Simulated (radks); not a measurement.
Results of a calculation; reference values are marked as such.
Neutral terbium inside a hard spherical wall (all orbitals vanish at R), configuration held at [Xe] 4f9 6s2 and not refilled when levels cross. Level of theory: scalar-relativistic Kohn-Sham, PBEsol, spin-polarised, spherical densities, finite nucleus; open shells are filled with parallel spins first (spin-orbit coupling, left out, can overturn this in heavy ions); Fermi nuclear charge, rms radius 5.06 fm (a radial shooting solver on a logarithmic mesh with Libxc functionals). Eigenvalues in eV for spin up, with the zero of energy where the potential of the charges vanishes at infinity; a dash marks a level that is unbound or too diffuse for the functional's potential to be trusted. A positive occupied level is held by the wall or, in an anion where self-interaction has pushed it up, behind a barrier. The pressure on the wall is -dE/dV.

R (bohr)  E (hartree)  kinetic (hartree)    e(5s)    e(5p)   e(4f)   e(6s)  e(5d, empty)  e(6p, empty)  pressure (GPa)
free      -11704.2547          12594.239  -48.436  -25.543  -4.493  -3.796        -1.496        -1.179               0
15        -11704.2546          12594.239  -48.433  -25.540  -4.490  -3.794        -1.493        -1.163        0.000200
8         -11704.2371          12594.355  -47.742  -24.860  -3.809  -3.193        -0.849         0.072           0.595
6         -11704.1421          12594.783  -46.107  -23.279  -2.174  -1.133         0.818         3.491            6.91
4         -11703.3638          12597.733  -40.669  -18.137   3.728  10.937         7.682        20.825             156
3         -11700.7773          12607.408  -30.769   -7.961  15.598  41.691        22.240        59.341            1410
1.5       -11632.8494          12816.432   115.91   162.04  137.42  495.73        233.67        548.43          200000
